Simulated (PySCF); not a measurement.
Species: Br₂.
Z-matrix (Å and degrees, PBE0-D3(BJ)/def2-SVP geometry), rows numbered from 1:
```
Br
Br  1  2.2988
```

Linear response at wB97X-D/def2-SVPD (PySCF, frozen core in the response, non-relativistic). The wB97X-D/def2-SVPD calculation is non-relativistic and has no spin–orbit coupling, an omission that weighs most on bromine.

Static isotropic polarisability: 44.87 au (6.65 Å³), principal values 36.3, 36.3, 62.0 au.

(1) What is the polarisability at 1064 nm and at the sodium D line?

(2) What is the isotropic C6 coefficient between two such molecules, C6 = (3/π)∫α(iω)² dω?

(3) Which effective excitation energy ω̄ makes London's formula C6 = (3/4)α²ω̄ exact here?

(4) What molar refraction at the D line follows from R = (4π/3)·N_A·α′, with α′ the polarisability volume?

(5) What three-body coefficient follows from the one-pole estimate C9 = (3/4)·α·C6?

(6) How anisotropic is the static polarisability, by Δα² = ½[(α1 − α2)² + (α2 − α3)² + (α3 − α1)²]?

(7) What n − 1 at the D line would an ideal gas of it have at 273.15 K and 1 atm (2.6868 × 10¹⁹ cm⁻³), by n − 1 = 2π·N·α′?

(8) How many electrons N does the Slater–Kirkwood formula C6 = (3/4)·√N·α^(3/2) need to give this C6?

(9) The lowest 6 singlets have (eV, f): 2.79, 0.001; 2.79, 0.001; 5.01, 0.000; 5.01, 0.000; 7.86, 0.000; 7.86, 0.000. What share of the static polarisability do they carry in the sum over states α = Σ f/ω²?

## Answers

(1) 45.35 au at 1064 nm (+1.1 %), 46.60 au at 589.3 nm (+3.9 %). The rise at 589.3 nm is 3.63 times that at 1064 nm; a pure ω² law gives 3.26. The lowest singlet lies at 445 nm, shorter than both wavelengths.

(2) 728.2 au (Eh·bohr⁶) by a ten-point quadrature over imaginary frequencies, which is 435 eV·Å⁶ or 42 J·nm⁶/mol.

(3) ω̄ = 4·C6/(3α²) = 0.482 Eh = 13.1 eV. A one-pole form α(ω) = α/(1 − ω²/ω̄²) fitted to the 1064 nm value gives 11.4 eV. London's choice of the ionisation energy (10.80 eV, ΔSCF at the same level) gives C6 = 599 au, 18 % too low.

(4) α′ = 6.91 Å³ gives R = 17.42 cm³/mol, for isolated, non-vibrating species.

(5) 24500 au. This is an estimate from the two numbers above, not a computed integral.

(6) Δα = 25.8 au, or 0.57 of the isotropic value.

(7) 11.66 × 10⁻⁴, a formal value whether or not that pressure can be reached.

(8) N = (4·C6/3)²/α³ = 10.4; the species has 70 electrons in all.

(9) 0.21 au, 0.5 % of α; the largest term, 0.11 au, is that of the state at 2.79 eV. Their oscillator strengths add up to 0.00. Higher states carry the rest.

The run took 5.4 s of wall time on one thread, Arm Neoverse N1 (aarch64), shared host with 64 logical CPUs at a one-minute load of 61, and the process peaked at 0.39 GiB of memory. This is the whole response run at wB97X-D/def2-SVPD, SCF included.

wB97X-D is run here without its empirical dispersion term; that term would change no orbital, density or response property at a fixed geometry.
